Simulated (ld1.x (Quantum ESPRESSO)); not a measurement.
# Sn, TM: configuration errors across variants

| Quantity | Value |
| --- | --- |
| Element | tin (Sn) |
| Generator | ld1.x (Quantum ESPRESSO) 7.5 |
| Type | norm-conserving Troullier–Martins (Kleinman–Bylander form) |
| Functional | PBEsol |
| Relativity | scalar-relativistic |
| Frozen core | [Kr] |
| Valence charge | 14 |
| Reference configuration | 4d10 5s1.5 5p2.5 |
| Partial waves | 5p (bound): rc 2.55 bohr; 4d (bound): rc 1.45 bohr; 5s (bound): rc 2.05 bohr |
| Local potential | the s channel |
| Core correction | none |

All-electron excitation energies from the reference (eV): (1) 4d10 5s2 5p2 -3.474; (2) 4d10 5s2 5p1 3.424; (3) 4d10 5s2 5p0 17.395; (4) 4d10 5s1 5p2 11.111; (5) 4d9 5s2 5p3 20.926; (6) 4d10 5s1 5p0 48.410; (7) 4d10 5s1 5p3 3.534.

4 further variants failed, have other tests or another functional or relativity, and are left out.

Errors AE − PS in meV (a dash: test not solved or not reliable):

```tsv
change	(1)	(2)	(3)	(4)	(5)	(6)	(7)	bound ghosts
base	+0.4	-2.3	-8.9	-0.2	-320	-7.2	-0.4	none
wave 4d (bound): rc 1.45 bohr becomes 4d (bound): rc 1.70 bohr	+0.4	-2.3	-8.8	-0.1	-288	-6.1	-0.4	none
type PAW; waves now 5s (bound): rcut 1.80, rcutus 2.05 bohr; 5s channel at 1.05 Ry: rcut 1.80, rcutus 2.05 bohr; 5p (bound): rcut 2.20, rcutus 2.55 bohr; 5p channel at 0.3 Ry: rcut 2.20, rcutus 2.55 bohr; 4d (bound): rcut 1.25, rcutus 1.45 bohr; 4d channel at -0.4 Ry: rcut 1.25, rcutus 1.45 bohr; local potential all-electron potential smoothed inside 1.70 bohr (lloc = -2); core correction a·sin(br)/r model core, default radius (ld1.x builds one for every PAW set, though the input has nlcc=.false.); augmentation PSQ, inside the norm-conserving radii	+0.3	-1.1	-4.2	-1.8	-55	-12	-0.3	none
core correction a·sin(br)/r model core inside 1.48 bohr	0.0	-2.3	-8.8	-0.8	-339	-25	-0.8	none
wave 5p (bound): rc 2.55 bohr becomes 5p (bound): rc 3.56 bohr	+3.1	-2.8	-39	+2.8	-260	-104	+2.5	none
```

(1) Give the same row for: local potential the p channel.

## Answers

(1) +0.5, -2.1, -5.2, +0.9, -318, +3.5, -0.4; bound ghosts: none.
